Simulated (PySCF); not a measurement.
SMILES C[Si](C[SiH2]O)(C)C (C4H14OSi2), GFN2-xTB optimised geometry. Atoms within 1.6 Å of the plane z = 0.0 Å (x, y, z in Å): C1 (2.86, -1.21, 0.00), Si2 (0.95, -1.21, 0.00), C3 (0.34, -2.11, 1.56), C4 (0.32, -2.11, -1.56), C5 (0.33, 0.60, 0.00), Si6 (-1.48, 0.86, 0.45), O7 (-2.31, -0.22, -0.46), H8 (3.26, -0.68, -0.86), H9 (3.26, -0.73, 0.89), H10 (3.25, -2.22, -0.03), H11 (-0.75, -2.19, 1.56), H15 (0.55, -3.17, -1.53), H17 (0.52, 1.03, -0.99), H18 (0.93, 1.19, 0.69), H20 (-1.94, 2.22, 0.12), H21 (-3.26, -0.25, -0.43).

Computed with PySCF with PBE/def2-SVP. Cells within 0.4 Å of a nucleus heavier than hydrogen are left out (blank, or x).

Map of the electrostatic potential (hartree/e), clipped to [-0.08, 0.12] on the plane z = 0.0 Å:

```
|2222222222222222222222222222222|
|2222222222222222222222222222222|
|2222222222222222222222222222222|
|2222222222222222222222222222222|
|2222222222222222222222222222222|
|2222222222222222222222222222222|
|2222222222222222222222222222222|
|3332222235642222222222222222222|
|3333222369994332222222222222222|
|3333332399997543333322222222222|
|3333333489999965544332222222222|
|3334444699999999998432222222222|
|3344456899999999999532222222222|
|344566799999999xx99632222222222|
|4456799999999999x99643222222222|
|4456999999999999999964444322222|
|4457999999999789999999999532222|
|4456899999844599999999999932222|
|34456664310125999xx999xx9942222|
|34444432100024999xx999xx9942222|
|3333333210012379999999999942222|
|3333332211112248999996999963222|
|3333332222222234699854699953222|
|3333322222222223344433479643222|
|3333222222222222233333334333222|
|3332222222222222222222333332222|
|2222222222222222222222222222222|
|2222222222222222222222222222222|
|2222222222222222222222222222222|
|2222222222222222222222222222222|
|2222222222222222222222222222222|
```
Scale: ten equal steps from -0.047 (start of '0') to 0.120 (end of '9'), in the order '0123456789'; x runs from -5.50 to 5.50, y from -5.50 (bottom) to 5.50 (top).
